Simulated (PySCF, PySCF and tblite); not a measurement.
A run on one conformer of C₆H₁₂O₂S₂, numbered as in [CH3:1][S:2][C@@H:3]([CH3:4])[S@:5](=[O:6])[CH2:7][C:8]([CH3:9])=[O:10], from an ensemble study. The sound level was mPW1PW91/6-31G* on GFN2-xTB geometries.

Input:

```
{"job": {"xc": "mPW1PW91", "basis": "6-31G*", "scf": {"diis": false, "max_cycle": 77}, "kind": "nmr", "pop": false}, "charge": 0, "multiplicity": 1}
C      2.560658     1.228285     0.449331
S      2.189886    -0.519205     0.779424
C      0.874240    -0.795408    -0.455594
C      1.288010    -1.741710    -1.559288
S     -0.568195    -1.572559     0.440422
O     -1.613893    -1.723966    -0.572675
C     -1.038998    -0.071809     1.469368
C     -1.429900     1.052962     0.564237
C     -2.813016     0.942063     0.014507
O     -0.638296     1.911874     0.239497
H      3.021319     1.319525    -0.530034
H      1.642856     1.807352     0.503771
H      3.255881     1.547170     1.218750
H      0.561704     0.172312    -0.844908
H      2.073091    -1.300883    -2.170805
H      1.656981    -2.674891    -1.138008
H      0.427368    -1.956889    -2.190879
H     -0.156085     0.147664     2.065121
H     -1.860776    -0.417507     2.090824
H     -2.856957     0.003797    -0.547920
H     -3.547270     0.881741     0.813831
H     -3.039017     1.779467    -0.639822
```

Command: OMP_NUM_THREADS=1 python ens_run.py task.json out

Output:

```
final grid: 177624 points
cycle   1  E = -1182.2717683407  dE =  1.546e+00  |g| = 1.147e+00  |ddm| = 4.616e+00
cycle   2  E = -1181.1318841067  dE =  1.140e+00  |g| = 2.608e+00  |ddm| = 4.334e+00
cycle   3  E = -1179.2953787863  dE =  1.837e+00  |g| = 3.857e+00  |ddm| = 6.028e+00
cycle   4  E = -1156.3606599859  dE =  2.293e+01  |g| = 7.623e+00  |ddm| = 1.893e+01
cycle   5  E = -1048.3397678224  dE =  1.080e+02  |g| = 1.612e+01  |ddm| = 2.572e+01
cycle   6  E = -999.5660453018  dE =  4.877e+01  |g| = 1.373e+01  |ddm| = 4.106e+01
cycle   7  E = -735.8588785026  dE =  2.637e+02  |g| = 1.989e+01  |ddm| = 4.914e+01
cycle   8  E = -779.8674473205  dE = -4.401e+01  |g| = 1.511e+01  |ddm| = 7.173e+01
cycle   9  E = -529.2359590806  dE =  2.506e+02  |g| = 1.893e+01  |ddm| = 7.326e+01
cycle  10  E = -723.7747808073  dE = -1.945e+02  |g| = 1.436e+01  |ddm| = 6.425e+01
cycle  11  E = -529.7332685309  dE =  1.940e+02  |g| = 1.896e+01  |ddm| = 7.249e+01
...
cycle  40  E = -724.4934929051  dE = -1.955e+02  |g| = 1.449e+01  |ddm| = 7.016e+01
cycle  41  E = -528.9768634434  dE =  1.955e+02  |g| = 1.900e+01  |ddm| = 7.016e+01
cycle  42  E = -724.4934929052  dE = -1.955e+02  |g| = 1.449e+01  |ddm| = 7.016e+01
cycle  43  E = -528.9768634432  dE =  1.955e+02  |g| = 1.900e+01  |ddm| = 7.016e+01
cycle  44  E = -724.4934929052  dE = -1.955e+02  |g| = 1.449e+01  |ddm| = 7.016e+01
cycle  45  E = -528.9768634432  dE =  1.955e+02  |g| = 1.900e+01  |ddm| = 7.016e+01
cycle  46  E = -724.4934929052  dE = -1.955e+02  |g| = 1.449e+01  |ddm| = 7.016e+01
cycle  47  E = -528.9768634432  dE =  1.955e+02  |g| = 1.900e+01  |ddm| = 7.016e+01
cycle  48  E = -724.4934929052  dE = -1.955e+02  |g| = 1.449e+01  |ddm| = 7.016e+01
cycle  49  E = -528.9768634432  dE =  1.955e+02  |g| = 1.900e+01  |ddm| = 7.016e+01
cycle  50  E = -724.4934929052  dE = -1.955e+02  |g| = 1.449e+01  |ddm| = 7.016e+01
cycle  51  E = -528.9768634432  dE =  1.955e+02  |g| = 1.900e+01  |ddm| = 7.016e+01
cycle  52  E = -724.4934929052  dE = -1.955e+02  |g| = 1.449e+01  |ddm| = 7.016e+01
cycle  53  E = -528.9768634432  dE =  1.955e+02  |g| = 1.900e+01  |ddm| = 7.016e+01
cycle  54  E = -724.4934929052  dE = -1.955e+02  |g| = 1.449e+01  |ddm| = 7.016e+01
cycle  55  E = -528.9768634432  dE =  1.955e+02  |g| = 1.900e+01  |ddm| = 7.016e+01
cycle  56  E = -724.4934929052  dE = -1.955e+02  |g| = 1.449e+01  |ddm| = 7.016e+01
cycle  57  E = -528.9768634432  dE =  1.955e+02  |g| = 1.900e+01  |ddm| = 7.016e+01
cycle  58  E = -724.4934929052  dE = -1.955e+02  |g| = 1.449e+01  |ddm| = 7.016e+01
cycle  59  E = -528.9768634432  dE =  1.955e+02  |g| = 1.900e+01  |ddm| = 7.016e+01
cycle  60  E = -724.4934929052  dE = -1.955e+02  |g| = 1.449e+01  |ddm| = 7.016e+01
cycle  61  E = -528.9768634432  dE =  1.955e+02  |g| = 1.900e+01  |ddm| = 7.016e+01
cycle  62  E = -724.4934929052  dE = -1.955e+02  |g| = 1.449e+01  |ddm| = 7.016e+01
cycle  63  E = -528.9768634432  dE =  1.955e+02  |g| = 1.900e+01  |ddm| = 7.016e+01
cycle  64  E = -724.4934929052  dE = -1.955e+02  |g| = 1.449e+01  |ddm| = 7.016e+01
cycle  65  E = -528.9768634432  dE =  1.955e+02  |g| = 1.900e+01  |ddm| = 7.016e+01
cycle  66  E = -724.4934929052  dE = -1.955e+02  |g| = 1.449e+01  |ddm| = 7.016e+01
cycle  67  E = -528.9768634432  dE =  1.955e+02  |g| = 1.900e+01  |ddm| = 7.016e+01
cycle  68  E = -724.4934929052  dE = -1.955e+02  |g| = 1.449e+01  |ddm| = 7.016e+01
cycle  69  E = -528.9768634432  dE =  1.955e+02  |g| = 1.900e+01  |ddm| = 7.016e+01
cycle  70  E = -724.4934929052  dE = -1.955e+02  |g| = 1.449e+01  |ddm| = 7.016e+01
cycle  71  E = -528.9768634432  dE =  1.955e+02  |g| = 1.900e+01  |ddm| = 7.016e+01
cycle  72  E = -724.4934929052  dE = -1.955e+02  |g| = 1.449e+01  |ddm| = 7.016e+01
cycle  73  E = -528.9768634432  dE =  1.955e+02  |g| = 1.900e+01  |ddm| = 7.016e+01
cycle  74  E = -724.4934929052  dE = -1.955e+02  |g| = 1.449e+01  |ddm| = 7.016e+01
cycle  75  E = -528.9768634432  dE =  1.955e+02  |g| = 1.900e+01  |ddm| = 7.016e+01
cycle  76  E = -724.4934929052  dE = -1.955e+02  |g| = 1.449e+01  |ddm| = 7.016e+01
cycle  77  E = -528.9768634432  dE =  1.955e+02  |g| = 1.900e+01  |ddm| = 7.016e+01
SCF not converged, last energy = -528.9768634432
```

Problem. What is wrong with this calculation?

Solution. The setting at fault: no DIIS. The calculation stopped without meeting its thresholds.
